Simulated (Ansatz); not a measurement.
The cluster SiS3⁻. The state is a doublet with charge -1. Geometry PBE-D4/def2-TZVPD, basis def2-TZVPD, Ansatz.

```tsv
atom	x (Å)	y (Å)	z (Å)
Si1	-0.3481	-0.2882	1.0531
S2	-1.3683	1.2289	1.9236
S3	1.3810	-1.1643	-2.0042
S4	0.3354	0.2236	-0.9726
```

| run | HOMO (eV) | LUMO (eV) |
| --- | --- | --- |
| A | -0.66 | -0.27 |
| B | -1.50 | 0.20 |
| C | -3.85 | 1.88 |
| D | -2.40 | 0.82 |
| E | -0.52 | -0.32 |

LC-ωPBE has ω = 0.4 bohr⁻¹. Another isomer (doublet) lies 1.80 eV lower at PBE0-D4/def2-TZVPD; other spin states weren't run for this one.

HOMO and LUMO are taken over both spins.

**Question.** The runs used BHLYP, LC-ωPBE, PBE, PBE0, r2SCAN. Estimate which is which.

**Answer.** A r2SCAN (0 % exact exchange); B PBE0 (25 % exact exchange); C LC-ωPBE (range-separated); D BHLYP (50 % exact exchange); E PBE (0 % exact exchange). Exact exchange lowers occupied and raises empty levels; among semilocal functionals meta-GGAs tend to open the gap a little, and such runs are hard to tell apart. The gap grows from 0.20 eV (PBE) to 5.73 eV (LC-ωPBE).
